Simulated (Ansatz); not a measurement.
Ansatz (a first-principles code) input (BHLYP/def2-TZVPD):

Ansatz 0.2 input:
```yaml
crystal:
  periodic: [false, false, false]
  atoms:
    - {symbol: Al, position_ang: [-1.07159611, 0.06111621, 0.01636096]}
    - {symbol: Cl, position_ang: [1.03076618, -0.05878757, -0.01573757]}
    - {symbol: H, position_ang: [-1.71697386, 1.49150016, 0.02361215]}
    - {symbol: H, position_ang: [-1.87530182, -1.28662232, 0.03123414]}
basis:
  gaussian:
    orbitals: def2-TZVPD
hamiltonian:
  xc: {name: BHLYP}
magnetization: {spin_polarized: true, initial_magnetization: 2}
```

End of the output:

```
integrals: 0.03 GiB planned
740 factors; their error is unknown
0.18 GiB of the device are held for the grids
0.33 GiB of device memory are held for the factors and their scratch space
mean field: 0.38 GiB planned
mean field evaluation 1: about -19148.3483 eV, gradient 4.9e0 eV
mean field evaluation 2: about -19148.5943 eV, gradient 1.6e0 eV
mean field evaluation 4: about -19148.6572 eV, gradient 5.9e-1 eV
mean field evaluation 8: about -19148.7713 eV, gradient 1.4e-1 eV
mean field evaluation 16: about -19147.9257 eV, gradient 4.7e0 eV
mean field -19148.77140519 eV, -703.7043696372 hartree, gradient 6.1e-5 eV, S^2 2.018983; 5 other end points of the search recorded, 0 dependent functions left out
reference -19148.77156677 eV, -703.7043755752 hartree; 17, 15 occupied and 90, 92 virtual orbitals, 740 factors
Total energy: -19148.77156677 eV, -703.7043755752 hartree
```

This state (charge 0, triplet) is run at the relaxed geometry of the species with charge 0 and multiplicity 1, and is a spin state other than that species' own.
